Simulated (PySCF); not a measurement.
A species of formula C8H12N2 has this rotational fingerprint, computed with PySCF, PBE0-D3(BJ)/def2-SVP geometry optimisation, gas phase:

* Rotational constants: A = 3873, B = 644.4, C = 567.7 MHz
* Dipole components: |μa| = 3.65 D, |μb| = 0.21 D, |μc| = 0.71 D
* Inertial defect: -24.45 u·Å²
* κ: -0.95

Question: Which structure is it? (One computed conformer of each.)
A. `[N:1]#[C:2][CH2:3][C@@:4]12[CH2:5][CH2:6][C@@H:7]1[C@@H:8]2[CH2:9][NH2:10]` with C2–C3–C4–C5 77°, C7–C8–C9–N10 78°, C8–C9–N10–H -56° and 60°
B. `CN(C)C1=CC=C(N)C=C1`
C. `[NH2:1][CH2:2][CH2:3][NH:4][c:5]1[cH:6][cH:7][cH:8][cH:9][cH:10]1` with H–N1–C2–C3 -73° and 168°, N1–C2–C3–N4 -52°, C2–C3–N4–C5 178°, C3–N4–C5–C6 -167°

Answer: C. It is NCCNc1ccccc1, a near-prolate asymmetric top, point group C1. The candidates at the same level (rigid rotor, commonest isotopes):

```tsv
SMILES	A (MHz)	B (MHz)	C (MHz)	μa (D)	μb (D)	μc (D)	Δ (u·Å²)	point group	rotor
NCCNc1ccccc1	3873	644.4	567.7	3.65	0.21	0.71	-24.45	C1	near-prolate asymmetric top
CN(C)c1ccc(N)cc1	3481	793.0	652.7	0.30	0.00	0.79	-8.17	Cs	near-prolate asymmetric top
N#CC[C@@]12CC[C@@H]1[C@@H]2CN	1976	928.1	747.5	1.99	3.07	2.82	-124.19	C1	asymmetric top
```

`N#CC[C@@]12CC[C@@H]1[C@@H]2CN` has A 49 % too low; `CN(C)c1ccc(N)cc1` has B 23 % too high. No structure here is proved a minimum.
